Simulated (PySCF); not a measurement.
Compound: 4-chlorobenzonitrile, C7H4ClN.
Atom-mapped SMILES: `[N:1]#[C:2][c:3]1[cH:4][cH:5][c:6]([Cl:7])[cH:8][cH:9]1`

Structure used (GFN2-xTB), in Å, numbered top down from 1:
```
atom  x, y, z in Å
N1     3.569   -0.725   -0.423
C2     2.452   -0.499   -0.292
C3     1.075   -0.220   -0.130
C4     0.628    1.101   -0.144
C5    -0.716    1.375    0.016
C6    -1.611    0.328    0.189
Cl7   -3.290    0.673    0.389
C8    -1.176   -0.990    0.205
C9     0.167   -1.265    0.046
H10    1.335    1.905   -0.280
H11   -1.073    2.393    0.008
H12   -1.886   -1.791    0.342
H13    0.521   -2.285    0.057
```

Definitions: NICS(0) = −σiso at the ring centroid; NICS(1) = −σiso and NICS(1)zz = −σzz at ±1 Å along the ring normal z. Level: GIAO PBE0/pcSseg-1 (PySCF, non-relativistic, gas phase) on the GFN2-xTB geometry, one conformer.

Ring bond lengths (Å), with Mayer bond orders in brackets: C3–C4 1.395 (1.36), C4–C5 1.380 (1.45), C5–C6 1.389 (1.34), C6–C8 1.389 (1.34), C8–C9 1.381 (1.45), C9–C3 1.396 (1.36).

**Question.** What do the NICS probes read (ppm)?

**Answer.** 
| ring | type | NICS(0) | NICS(1), two faces | NICS(1)zz, two faces | rms pucker (Å) | centre to ring atoms, mean (Å) |
| --- | --- | --- | --- | --- | --- | --- |
| C3–C4–C5–C6–C8–C9 | 6-membered carbocycle; formal bonds all aromatic | -9.2 | -11.0 / -11.0 | -26.4 / -26.4 | 0.00 | 1.39 |

**Question.** What do they say, and how far can they be read as aromaticity?

**Answer.** 
- C3–C4–C5–C6–C8–C9: mean NICS(1)zz -26.4 ppm, shielded. The ring is flat and has no four-coordinate atom; by the NICS criterion it is aromatic.

**Question.** And the bond-length index? HOMA = 1 − mean of α(R − Ropt)² over the ring bonds, with Krygowski's 1993 parameters (CC: Ropt 1.388 Å, α 257.7 Å⁻²).

**Answer.** 
- C3–C4–C5–C6–C8–C9: HOMA 0.99 = 1 − EN − GEO, with mean bond length 1.388 Å, EN = α(Ropt − mean)² = 0.000 and GEO = α × variance = 0.010. The geometric and the magnetic index point the same way.

**Question.** What field does 11.7 T along the ring normal induce along that normal at the first NICS(1) probe listed for ring C3–C4–C5–C6–C8–C9, 1 Å off the ring?

**Answer.** NICSzz × B0 = -26.4 ppm × 11.7 T = -309 μT, against the applied field.

**Question.** What are the shieldings of the ring atoms and their hydrogens in the same run (means over atoms taken as equivalent)?

**Answer.** 
```csv
atoms,environment,σ isotropic (ppm)
C3,substituted aromatic carbon,71.4
C4 (×2),aromatic CH carbon,46.1
C5 (×2),aromatic CH carbon,51.3
C6,aromatic C–Cl carbon,35.8
H10 (×2),aromatic hydrogen,23.81
H11 (×2),aromatic hydrogen,24.01
```

On one thread, x86-64 server, no GPU, on a shared host, this took 26 s wall. This is the whole shielding run at PBE0/pcSseg-1, SCF included.
